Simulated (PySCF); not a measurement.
# Computed properties of InHFBr, SMILES [F][InH][Br]

InHFBr, SMILES [Br][InH][F]. Geometry: PBE0-D3(BJ)/def2-TZVP. The def2 effective core potentials stand for the cores of In; spin–orbit coupling is left out. Other conformers were not sampled. All values are computed for the isolated molecule unless a solvent is named; none is compared with measurement here.

**Structure.** The optimised structure has Cs symmetry. All 6 harmonic modes at PBE0-D3(BJ)/def2-TZVP (PySCF) are real, so it is a minimum. With heavy atoms numbered as in [InH:1]([F:3])[Br:4], the shortest bond between them is In1–F3 at 1.941 Å and the longest In1–Br4 at 2.443 Å.

**Vibrations.** The strongest infrared lines (harmonic, unscaled, degenerate partners summed) lie at 433 cm⁻¹ (116 km/mol, H 94 %), 1912 cm⁻¹ (84 km/mol, H 99 %), 602 cm⁻¹ (62 km/mol, F 84 %, In 13 %). The softest mode is at 114 cm⁻¹ and the zero-point energy is 5.3 kcal/mol.

**Electronic structure.** B3LYP/def2-TZVPD (PySCF) places the frontier levels at -8.35 and -2.29 eV, a gap of 6.06 eV, and gives a dipole moment of 2.85 D and a mean polarisability of 58.4 bohr³.

**Excitations.** TDA-PBE0/def2-SVPD (PySCF) has S1 at 5.38 eV (230 nm, f = 0.026, weak); the most intense of the 10 singlets computed lies at 6.80 eV (f = 0.19). T1 (TDA) is at 4.92 eV, 0.46 eV under S1. No vertical singlet excitation falls in the visible range (under 3.1 eV).
